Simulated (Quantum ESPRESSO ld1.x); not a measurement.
Results of a calculation; reference values are marked as such.
Question: The mean radii <r> (bohr) of the occupied orbitals of an atom or ion are listed with their occupations. Code: ld1.x of Quantum ESPRESSO 7.5. Model: scalar-relativistic Kohn-Sham, LDA (Slater exchange, VWN5 correlation), spin-polarised, spherical densities, point nucleus.

| orbital | occ. | <r> |
|---|---|---|
| 1s up | 1 | 0.01632 |
| 1s down | 1 | 0.01632 |
| 2s up | 1 | 0.06876 |
| 2s down | 1 | 0.06876 |
| 2p up | 3 | 0.06235 |
| 2p down | 3 | 0.06235 |
| 3s up | 1 | 0.1776 |
| 3s down | 1 | 0.1776 |
| 3p up | 3 | 0.1792 |
| 3p down | 3 | 0.1792 |
| 3d up | 5 | 0.1623 |
| 3d down | 5 | 0.1623 |
| 4s up | 1 | 0.3904 |
| 4s down | 1 | 0.3904 |
| 4p up | 3 | 0.4155 |
| 4p down | 3 | 0.4154 |
| 4d up | 5 | 0.4351 |
| 4d down | 5 | 0.4348 |
| 4f up | 7 | 0.4492 |
| 4f down | 7 | 0.4485 |
| 5s up | 1 | 0.8035 |
| 5s down | 1 | 0.8026 |
| 5p up | 1 | 0.8731 |

Name the element and its charge. Open shells, if any, are filled with parallel spins first.

Answer: Z = 81, thallium, charge +18: Tl18+ in [Kr] 4d10 4f14 5s2 5p1. The 1s radius gives Z: for a bare nucleus <r> = (2 gamma + 1)/(2Z) with gamma = sqrt(1 - (Z/c)^2), 0.01613 bohr for Z = 81, and screening makes it slightly larger (0.01632 here). The occupations add up to 63, and the charge is Z minus that.
